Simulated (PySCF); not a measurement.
pyrazole (C3H4N2), SMILES [nH]1cccn1. The structure is a stationary point at PBE-D3(BJ)/def2-SVP.

**Question.** Give the equilibrium geometry at PBE-D3(BJ)/def2-SVP (PySCF confirms it by a frequency run) as bond lengths and angles, and its point group. (An estimate is asked for; the answer gives what the named calculation found.)

**Answer.** point group Cs.
Atoms: C1 C2 N3 N4 C5 H6 H7 H8 H9. Bonds (Å): C1–C2 1.421, C1–C5 1.393, C1–H6 1.095, C2–N3 1.341, C2–H7 1.098, N3–N4 1.344, N4–C5 1.365, N4–H8 1.020, C5–H9 1.096. Bond angles (°): C2–C1–C5 104.3, C2–C1–H6 128.5, C5–C1–H6 127.2, C1–C2–N3 111.9, C1–C2–H7 128.5, N3–C2–H7 119.6, C2–N3–N4 104.1, N3–N4–C5 113.8, N3–N4–H8 119.1, C5–N4–H8 127.2, C1–C5–N4 105.8, C1–C5–H9 132.1, N4–C5–H9 122.1.
Charge 0, spin multiplicity 1.
